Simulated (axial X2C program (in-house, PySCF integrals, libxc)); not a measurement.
**What spin–orbit coupling does to YN⁺**

Calculated with an axial X2C code built on PySCF integrals. Spin-free means the one-electron spin-free X2C Hamiltonian; two-component (2c) means X2C with spin–orbit coupling and atomic mean-field two-electron Coulomb and Gaunt terms, so the difference of the two also holds small scalar two-electron terms. Basis: Y dyall-cv3z [11s12p9d6f3g], N dyall-av3z [7s7p3d2f] (cores contracted in-house); Gaussian nuclei, density fitting, unrestricted open shells. Masses: Y 88.906 u, N 14.003 u.

Spin-free state: M_S = 1/2, Λ = 0 (beyond evenly filled blocks: σα); fragments Y+ + N.

```json
{"level": "PBE0", "Re (Å)": "1.779", "ωe (cm⁻¹)": "908.0", "μ (D)": "-6.31"}
{"level": "PBEsol", "Re (Å)": "1.787", "ωe (cm⁻¹)": "883.3", "μ (D)": "-5.87"}
```

Dipoles are positive if N is the positive end and refer to the centre of mass.

Two-component determinant lowest at the distance of the search:

Ω = 1/2 (⟨Sz⟩ = 0.50, ⟨Lz⟩ = 0.00 at PBE0); fragments Y+ + N.

| level | Re (Å) | ωe (cm⁻¹) | μ (D) |
| --- | --- | --- | --- |
| PBE0 | 1.779 | 908.1 | -6.29 |
| PBEsol | 1.786 | 883.4 | -5.86 |

From the two tables, how do the constants change at the PBE0 level (2c against spin-free)?

At the PBE0 level Re is unchanged within 0.001 Å and ωe is unchanged to within 0.2 cm⁻¹.

Occupations by symmetry block were frozen at the best pattern of an incomplete PBE0 search. De is not given where an atomic determinant may have missed its ground term or J level, or where the truncated virtual space spoils (T). Density functionals use the spin component along the axis (collinear). The determinant is spin-polarised beyond a pure state at some levels (its spin-free form has ⟨S²⟩ too high), which makes Re and μ there less reliable.
